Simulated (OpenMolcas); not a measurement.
**Tm2+ in CaO**

Tm2+ with its 6 nearest oxide ions at 2.408 Å, on the Ca site of CaO (a = 4.8105 Å, distance in the model lattice 2.405 Å). The rest of the host is ab initio model potentials to 7.6 Å, with orthogonalisation functions on the cations behind the ligands, and point charges beyond; the distance is set by hand and nothing relaxes. Ligand basis ANO-RCC-VDZP.
```
Tm    0.0000    0.0000    0.0000
O     2.4080    0.0000    0.0000
O     0.0000    2.4080    0.0000
O    -2.4080    0.0000    0.0000
O     0.0000   -2.4080    0.0000
O     0.0000    0.0000    2.4080
O     0.0000    0.0000   -2.4080
```

| Property | Result |
| --- | --- |
| Program | OpenMolcas |
| Method | SS-CASPT2, IPEA 0.25 Eh, imaginary shift 0.1 Eh (closed shells correlated: 5s 5p and the ligand valence shells) |
| Basis | ANO-RCC-VDZP [7s6p4d2f1g] |
| Scalar Hamiltonian | DKH2, point nucleus |
| Active space | 13 electrons in 7 orbitals (4f) |
| State averaging | 2S+1 = 2 odd, 7 roots |
| Spin-orbit coupling | RASSI with atomic mean-field integrals over the reference wave functions |

The lowest spin-free states (labels of O, the rotations of Oh), above the lowest:

```csv
State,Degeneracy,E (cm-1),Free-ion L (%)
2T1,3,0,F (100)
2T2,3,510,F (100)
2A2,1,1020,F (100)
```

The lowest levels with spin-orbit coupling:

```
E (cm-1)  Degeneracy  Label  2S+1     J  |mJ| (%)               g
       0           2     Γ6     2  3.50  1/2 (58)  2.66 2.66 2.66
     310           4     Γ8     2  3.51  3/2 (37)                
     800           2     Γ7     2  3.51  5/2 (75)  3.38 3.38 3.38
    8980           4     Γ8     2  2.51  1/2 (50)                
    9510           2     Γ7     2  2.51  3/2 (83)  1.38 1.38 1.38
```

Powder χT (cm3 K/mol): 0.678 at 2 K, 0.747 at 10 K, 1.09 at 50 K, 1.5 at 100 K, 2.03 at 200 K, 2.26 at 300 K. The effective moment at 300 K is 2.828 √(χT) = 4.25 μB.

Hund's rules give f13 the level 2F7/2 with g = 1.143, so an isolated free-ion multiplet has χT = g² J(J+1) / 8 = 2.571 cm3 K/mol. The computed 2.259 at 300 K differs by -12 %, through the field's splitting, the mixing of terms and any other multiplet in reach.

Stevens parameters of the J = 7/2 multiplet, which is 798 cm-1 wide (cm-1, z along the main axis): B40 = -4.141e-01, B44 = -2.071e+00, B60 = 2.540e-04, B64 = -5.134e-03.

Roots that are degenerate in the reference are averaged as groups; the widest CASPT2 spread within a group is 15 cm-1 (the 3-fold group of multiplicity 2 near 506 cm-1 above the lowest state of its run). Shifts and gaps below about the spread of the groups concerned are not significant. Over all roots computed the reference weight is 0.67; a low but even weight reflects the number of correlated electrons. Splittings of an f shell from a small cluster at a set distance can be off by tens of per cent, mostly too small. No measured value stands beside these numbers; the geometry was set by hand and not optimised.

The CASPT2 steps took 41 s on 1 thread of Arm Neoverse V1, with other jobs on the host; the integral step is not counted.
